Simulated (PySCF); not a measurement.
## J couplings in C$_{6}$H$_{11}$B

Molfile (atoms numbered from 1):
```
C6H11B
     RDKit          3D

 18 18  0  0  0  0  0  0  0  0999 V2000
    2.4217   -1.0162    1.4150 C   0  0  0  0  0  0  0  0  0  0  0  0
    1.8722    0.1218    0.9610 C   0  0  0  0  0  0  0  0  0  0  0  0
    0.4986    0.1629    0.2323 B   0  0  0  0  0  0  0  0  0  0  0  0
   -0.4006   -1.0697   -0.1819 C   0  0  0  0  0  0  0  0  0  0  0  0
   -1.7498   -0.4417   -0.5612 C   0  0  0  0  0  0  0  0  0  0  0  0
   -1.4031    0.9385   -1.1282 C   0  0  0  0  0  0  0  0  0  0  0  0
   -0.2655    1.4594   -0.2398 C   0  0  0  0  0  0  0  0  0  0  0  0
    3.3895   -1.0457    1.9291 H   0  0  0  0  0  0  0  0  0  0  0  0
    1.9154   -1.9803    1.2882 H   0  0  0  0  0  0  0  0  0  0  0  0
    2.4330    1.0520    1.1244 H   0  0  0  0  0  0  0  0  0  0  0  0
   -0.4648   -1.9179    0.5173 H   0  0  0  0  0  0  0  0  0  0  0  0
    0.0904   -1.4700   -1.0950 H   0  0  0  0  0  0  0  0  0  0  0  0
   -2.3640   -0.3181    0.3488 H   0  0  0  0  0  0  0  0  0  0  0  0
   -2.3453   -1.0517   -1.2598 H   0  0  0  0  0  0  0  0  0  0  0  0
   -1.0349    0.8248   -2.1636 H   0  0  0  0  0  0  0  0  0  0  0  0
   -2.2761    1.6090   -1.1795 H   0  0  0  0  0  0  0  0  0  0  0  0
    0.3441    2.2661   -0.6772 H   0  0  0  0  0  0  0  0  0  0  0  0
   -0.6829    1.8829    0.6998 H   0  0  0  0  0  0  0  0  0  0  0  0
  1  2  2  0
  2  3  1  0
  3  4  1  0
  4  5  1  0
  5  6  1  0
  6  7  1  0
  7  3  1  0
  1  8  1  0
  1  9  1  0
  2 10  1  0
  4 11  1  0
  4 12  1  0
  5 13  1  0
  5 14  1  0
  6 15  1  0
  6 16  1  0
  7 17  1  0
  7 18  1  0
M  END
```

Method: B3LYP/pcJ-1 (spin–dipole term only in couplings to heteroatoms)//PBE0-D3(BJ)/def2-SVP, PySCF; isolated molecule, single conformer, non-relativistic. Couplings are averaged over pairs made equivalent by symmetry, fast rotation or ring inversion, so a value needn't be that of the named pair in this geometry, while other rotamers aren't included; one pair stands for each set, and the list holds a selection of those of at least 0.8 Hz over up to four bonds.

Isotopes: ¹³C, ¹H, ¹¹B.

```csv
pair,bonds,J (Hz)
"C1, C2",1,62.7
"C1, H8",1,163.4
"C1, H9",1,166.1
"C2, B3",1,67.5
"C2, H10",1,?
"B3, C4",1,48.8
"C4, C5",1,34.2
"C4, H11",1,?
"C5, C6",1,35.1
"C5, H13",1,133.4
"C2, H8",2,-2.8
"B3, C5",2,?
"B3, H10",2,2.9
"B3, H11",2,-3.8
"C4, C7",2,7.3
"C5, H15",2,-2.4
"H13, H14",2,-13.7
"C1, C4",3,?
"B3, H9",3,6.5
"B3, H13",3,?
"C4, H10",3,?
"C4, H17",3,1.7
"C5, H17",3,5.9
"H8, H10",3,?
"H13, H15",3,7.6
"H13, H16",3,?
```

**Question.** Estimate the withheld couplings, with signs.

**Answer.** 
- ¹J(C2,H10) = 147.4 Hz (bond length 1.098 Å, sp2 carbon)
- ¹J(C4,H11) = 123.4 Hz (mean over equivalent pairs that range from 112.8 to 133.8 Hz in this conformer)
- ²J(B3,C5) = 1.6 Hz (angle at C4 104°)
- ³J(C1,C4) = 2.8 Hz (mean over equivalent pairs that range from 2.0 to 3.7 Hz in this conformer)
- ³J(B3,H13) = 4.2 Hz (mean over equivalent pairs that range from 0.4 to 8.2 Hz in this conformer)
- ³J(C4,H10) = 3.0 Hz (mean over equivalent pairs that range from 1.8 to 4.3 Hz in this conformer)
- ³J(H8,H10) = 13.7 Hz (dihedral angle 0°)
- ³J(H13,H16) = 6.8 Hz
